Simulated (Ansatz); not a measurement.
A nudged elastic band was laid between two geometries of BClFHO + H2S (8 atoms, charge 0, multiplicity 1).

Method: Ansatz 0.2.0, RHF/def2-SVP.

```json
{"movable images": "9", "climbing image": "yes", "spring": "5.0 eV/Å²", "optimiser": "quadratic models (default)", "start path": "through a guess of the saddle point", "force threshold": "0.05 eV/Å", "iteration limit": "60", "end points": "relaxed"}
```

Image 0:

```xyz
8
Properties=species:S:1:pos:R:3
B -0.019 -0.551 0.073
Cl -0.501 -1.377 1.570
F 1.227 -0.171 -0.047
O -0.860 -0.357 -0.934
H -1.751 -0.636 -0.787
S -0.258 2.743 1.495
H 0.913 2.754 0.855
H 0.250 2.225 2.617
```

Image 10:

```xyz
8
Properties=species:S:1:pos:R:3
B -0.063 0.664 -0.290
Cl -0.332 -0.682 3.246
F 1.092 0.100 -0.594
O -1.216 0.074 -0.600
H -1.133 -0.774 -1.013
S -0.096 2.280 0.564
H 1.226 2.438 0.650
H -0.477 0.529 2.878
```

**Question.** What changes between the two ends?

**Answer.** Bonds broken: B1–Cl2, S6–H8. Bonds formed: B1–S6, Cl2–H8. BClFHO + H2S becomes BFH2OS + ClH.

**Question.** What energy profile does the band end with?

**Answer.** The run converged. The highest image is number 6 of 0 to 10, 2.03 eV above the first end and 1.71 eV above the last; the last end lies 0.32 eV above the first. A vibrational analysis at the climbing image gives one clearly imaginary mode, 1201i cm⁻¹: a first-order saddle point. The orbitals stay closed-shell, which can raise the energy where a bond breaks towards radicals; this wasn't checked here.

| image | path coordinate (Å) | energy (eV) | B1–Cl2 (Å) | S6–H8 (Å) | B1–S6 (Å) |
| --- | --- | --- | --- | --- | --- |
| 0 | 0.00 | 0.00 | 1.78 | 1.34 | 3.60 |
| 1 | 0.51 | 0.00 | 1.78 | 1.33 | 3.59 |
| 2 | 1.03 | 0.03 | 1.78 | 1.33 | 3.38 |
| 3 | 1.54 | 0.29 | 1.79 | 1.33 | 3.00 |
| 4 | 2.05 | 0.70 | 1.81 | 1.33 | 2.65 |
| 5 | 2.57 | 1.25 | 1.95 | 1.35 | 2.17 |
| 6 | 3.08 | 2.03 | 2.37 | 1.51 | 1.97 |
| 7 | 3.55 | 1.03 | 2.67 | 1.99 | 1.88 |
| 8 | 4.02 | 0.47 | 3.09 | 2.42 | 1.84 |
| 9 | 4.48 | 0.34 | 3.45 | 2.74 | 1.83 |
| 10 | 4.95 | 0.32 | 3.79 | 2.93 | 1.83 |

**Question.** What is the geometry of the highest image?

**Answer.** 
```xyz
8
Properties=species:S:1:pos:R:3:forces:R:3
B -0.053 0.350 0.115 0.00 0.00 0.00
Cl -0.390 -0.501 2.297 0.00 0.00 0.00
F 1.158 -0.081 -0.165 0.00 0.00 0.00
O -1.152 0.051 -0.581 0.00 0.00 0.00
H -1.194 -0.841 -0.897 0.00 0.00 0.00
S -0.137 2.158 0.892 0.00 0.00 0.00
H 1.167 2.296 1.155 0.00 0.00 0.00
H -0.399 1.197 2.026 0.00 0.00 0.00
```

**Question.** What are the harmonic wavenumbers there?

**Answer.** 1201i, 197, 205, 250, 275, 365, 392, 397, 594, 647, 819, 1032, 1170, 1208, 1459, 1551, 2863, 4170 cm⁻¹.

Run time: 5.3 min on 1 thread of Intel(R) Xeon(R) 6975P-C (Granite Rapids), on a shared host, peak memory 0.22 GiB.
